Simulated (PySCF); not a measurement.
# Relaxation of triplet WF₃⁺

Level of theory: UPBE0 in PySCF with W def2-TZVP with ECP60, F def2-TZVP; scalar-relativistic core potentials, no spin–orbit coupling; density-fitted integrals. A (50,194) grid was used.

A start at or just off a symmetric point, pushed along the force that breaks its symmetry, of C2v symmetry, free to break it:

```xyz
4
charge 1 multiplicity 3, angstrom
W    -0.0237    0.0000    0.0000
F     1.8702    0.0000    0.0001
F    -0.8206    1.5424    0.0000
F    -0.8206   -1.5424    0.0000
```

At each step, columns x, y, z (Å) and Fx, Fy, Fz (eV/Å):

```
step 0  E − E(last) = 24.51 kJ/mol
W   -0.024   0.000   0.000   3.631   0.000   0.000
F    1.870   0.000   0.000  -2.308   0.000   0.000
F   -0.821   1.542   0.000  -0.662   1.979   0.000
F   -0.821  -1.542   0.000  -0.662  -1.979   0.000
step 1  E − E(last) = 5.03 kJ/mol
W   -0.004   0.000   0.000  -1.024   0.000   0.000
F    1.808   0.000   0.000   0.046   0.000   0.000
F   -0.800   1.605   0.000   0.489  -0.274   0.000
F   -0.800  -1.605   0.000   0.489   0.274   0.000
step 2  E − E(last) = 2.42 kJ/mol
W   -0.023   0.000   0.000  -0.628   0.000   0.000
F    1.786   0.000   0.000   0.117   0.000   0.000
F   -0.779   1.616   0.000   0.256  -0.009   0.000
F   -0.779  -1.616   0.000   0.256   0.009   0.000
step 3  E − E(last) = 0.09 kJ/mol
W   -0.064   0.000   0.000   0.085   0.000   0.000
F    1.749   0.000   0.000  -0.158   0.000   0.000
F   -0.740   1.650   0.000   0.037  -0.012   0.000
F   -0.740  -1.650   0.000   0.037   0.012   0.000
step 4  E − E(last) = 0.01 kJ/mol
W   -0.070   0.000   0.000  -0.076   0.000   0.001
F    1.737   0.000   0.000   0.071   0.000   0.000
F   -0.731   1.656   0.000   0.003  -0.005   0.000
F   -0.731  -1.656   0.000   0.003   0.005   0.000
step 5  E − E(last) = 0.00 kJ/mol
W   -0.070   0.000   0.001   0.000   0.000  -0.003
F    1.738   0.000   0.000  -0.002   0.000   0.001
F   -0.731   1.656   0.000   0.001  -0.003   0.001
F   -0.731  -1.656   0.000   0.001   0.003   0.001
```

It ends at C2v with W–F 1.783 Å (×2), W–F 1.809 Å; F–W–F 111.9° (×2), F–W–F 136.2° (after a last refinement on a finer grid). No frequency check is given, so it may be a saddle point. Other isomers or separated fragments may lie lower.

Other spin states or occupations of the open shell can lie lower. With an element this heavy the missing spin–orbit coupling can shift these numbers.

The relaxation took 18 s on 4 threads of a shared Arm Neoverse V1 host, with 133 basis functions and 6 gradients; the process peaked at 0.8 GiB.
